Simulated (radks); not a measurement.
Values are calculated unless marked as measured or tabulated.
Excited configurations of neutral terbium: one electron is placed in a higher orbital outside [Xe] 4f9 6s1. The ground configuration is [Xe] 4f9 6s2. Level of theory: Dirac Kohn-Sham, BLYP, spin-unpolarised, spherical densities, point nucleus; open shells fill j = l - 1/2 first (a radial shooting solver on a logarithmic mesh with Libxc functionals). Excitation = E - E(ground); binding = E(ion) - E, where the ion is the core of charge +1; n* = 1/sqrt(2 binding) in atomic units, and the quantum defect is n - n*.

\begin{tabular}{lrrrrr}
outer orbital & excitation (eV) & binding (eV) & n* & quantum defect & eigenvalue (eV) \\ \hline
5d3/2 & 2.399 & 3.717 & 1.913 & 3.087 & -0.887 \\
6p1/2 & 2.497 & 3.619 & 1.939 & 4.061 & -1.706 \\
6d3/2 & 4.743 & 1.372 & 3.149 & 2.851 & -0.573 \\
7s1/2 & 4.058 & 2.058 & 2.571 & 4.429 & -1.144 \\
7p1/2 & 4.544 & 1.571 & 2.943 & 4.057 & -0.855 \\
7f5/2 & 5.602 & 0.513 & 5.150 & 1.850 & -0.291 \\
\end{tabular}

The Delta-SCF ionisation energy is 6.115 eV (NIST Atomic Spectra Database: 5.864 eV, measured). Self-interaction in the functional shifts the binding energies and quantum defects, so they are the method's values and not measured ones. Spin polarisation and multiplet splitting are left out, so open shells lie too high by an amount that depends on their filling.

Beside tabulated values, note that spin-unpolarised runs miss the spin-polarisation part of the exchange energy of open shells.
